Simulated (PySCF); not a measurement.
Compound: C5H3ClO2.
Cartesian coordinates in Å at the PBE0-D3(BJ)/def2-SVP level; atoms count from 1:
```
atom  x, y, z in Å
O1     2.6825    0.3355    0.9636
C2     1.9932    0.4161   -0.0029
Cl3    2.6471    0.9146   -1.5782
C4     0.5666    0.1265   -0.0298
C5    -0.2492   -0.2757    1.0004
C6    -1.5426   -0.4259    0.4375
C7    -1.4084   -0.1049   -0.8878
O8    -0.1455    0.2276   -1.1733
H9     0.0666   -0.4354    2.0286
H10   -2.4566   -0.7320    0.9412
H11   -2.1115   -0.0736   -1.7168
```

Linear response at wB97X-D/def2-SVPD (PySCF, frozen core in the response, non-relativistic). Geometry: PBE0-D3(BJ)/def2-SVP, one conformer, isolated molecule.

Static isotropic polarisability: 79.94 au (11.85 Å³), principal values 48.1, 82.7, 109.0 au.

Q: What is the polarisability at 1064 nm and at the sodium D line?

A: 81.10 au at 1064 nm (+1.5 %), 84.09 au at 589.3 nm (+5.2 %). The rise at 589.3 nm is 3.57 times that at 1064 nm; a pure ω² law gives 3.26. The lowest singlet lies at 260 nm, shorter than both wavelengths.

Q: What is the isotropic C6 coefficient between two such molecules, C6 = (3/π)∫α(iω)² dω?

A: 2416 au (Eh·bohr⁶) by a ten-point quadrature over imaginary frequencies, which is 1440 eV·Å⁶ or 139 J·nm⁶/mol.

Q: Which effective excitation energy ω̄ makes London's formula C6 = (3/4)α²ω̄ exact here?

A: ω̄ = 4·C6/(3α²) = 0.504 Eh = 13.7 eV. A one-pole form α(ω) = α/(1 − ω²/ω̄²) fitted to the 1064 nm value gives 9.7 eV.

Q: What n − 1 at the D line would an ideal gas of it have at 273.15 K and 1 atm (2.6868 × 10¹⁹ cm⁻³), by n − 1 = 2π·N·α′?

A: 21.04 × 10⁻⁴, a formal value whether or not that pressure can be reached.

Q: What three-body coefficient follows from the one-pole estimate C9 = (3/4)·α·C6?

A: 145000 au. This is an estimate from the two numbers above, not a computed integral.

Q: What does −C6/R⁶ come to at R = 12 Å between centres?

A: -47 J/mol. This is the leading, orientation-averaged term; C8 and higher terms are left out.

Q: How anisotropic is the static polarisability, by Δα² = ½[(α1 − α2)² + (α2 − α3)² + (α3 − α1)²]?

A: Δα = 52.8 au, or 0.66 of the isotropic value.

Q: How many electrons N does the Slater–Kirkwood formula C6 = (3/4)·√N·α^(3/2) need to give this C6?

A: N = (4·C6/3)²/α³ = 20.3; the species has 66 electrons in all.

Q: The lowest 6 singlets have (eV, f): 4.78, 0.000; 5.04, 0.384; 6.09, 0.000; 6.18, 0.021; 6.50, 0.034; 7.34, 0.119. What share of the static polarisability do they carry in the sum over states α = Σ f/ω²?

A: 13.84 au, 17.3 % of α; the largest term, 11.18 au, is that of the state at 5.04 eV. Their oscillator strengths add up to 0.56. Higher states carry the rest.

Note: wB97X-D ran without an empirical dispersion term, which enters the total energy and its gradient alone.
